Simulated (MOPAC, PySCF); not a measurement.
[Sc(Cl)3], neutral singlet in the gas phase. 

Cartesian coordinates (Å):
```xyz
4

Sc     0.0033     0.0070    -0.0021
Cl     1.4398     0.5577    -1.6735
Cl    -2.1877     0.5915    -0.1326
Cl     0.7472    -1.1790     1.7854
```
Charge 0, multiplicity 1.

All levels are single points at this geometry (BP86-D3(BJ)/def2-SVP); Pople sets use spherical d functions. Orbital energies aren't observables, and empty levels follow the basis.

HF/6-31G* (LANL2DZ on Sc) in PySCF gives gap (eV) = 11.78.

Q: Estimate the gap (eV) from each of these levels: PBE-D3(BJ)/def2-TZVP in PySCF; TPSSh-D3(BJ)/def2-TZVP in PySCF; B3LYP/3-21G in PySCF; B3LYP/6-31G* (LANL2DZ on Sc) in PySCF; B3LYP/LANL2DZ in PySCF; PBE/6-31G* (LANL2DZ on Sc) in PySCF; PM6 in MOPAC; PM7 in MOPAC.

A: 
```tsv
level	gap (eV)
PBE-D3(BJ)/def2-TZVP in PySCF	3.69
TPSSh-D3(BJ)/def2-TZVP in PySCF	4.86
B3LYP/3-21G in PySCF	5.10
B3LYP/6-31G* (LANL2DZ on Sc) in PySCF	4.95
B3LYP/LANL2DZ in PySCF	4.89
PBE/6-31G* (LANL2DZ on Sc) in PySCF	3.40
PM6 in MOPAC	8.83
PM7 in MOPAC	10.34
```
